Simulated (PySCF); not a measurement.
**How methods differ on the ionisation energy of Pd²⁸⁺**

Pd²⁸⁺ [Ar] (1S) → Pd²⁹⁺ [Ne] 3s2 3p5 (2P), as a difference of total energies. Computed with PySCF 2.14 in an uncontracted even-tempered set (16 s from 3.9 bohr⁻², ratio 2.5; 11 p from 5 bohr⁻², ratio 2.5; 5 d from 24 bohr⁻², ratio 2.7; 4 f from 36 bohr⁻², ratio 2.7), with no relativity, point nucleus. Correlated levels: outer shells: 1s2 frozen; virtual orbitals above 40 to 60 times the deepest correlated orbital energy dropped. The calculations carry no spin-orbit coupling.

| method | ionisation energy (eV) |
| --- | --- |
| UHF | 1638.5 |
| MP2 (outer shells) | 1639.4 |
| SCS-MP2 (outer shells) | 1639.2 |
| CCSD (outer shells) | 1639.2 |
| CCSD(T) (outer shells) | 1639.2 |

A first-order spin-orbit estimate (lowest level to lowest level, LS coupling) adds -9.993 eV.

All relativistic terms are absent from these numbers, so their closeness to the reference says little about the methods.

For comparison: 1644 ± 5 eV (semi-empirical (NIST evaluation); NIST Atomic Spectra Database, ionization energies).
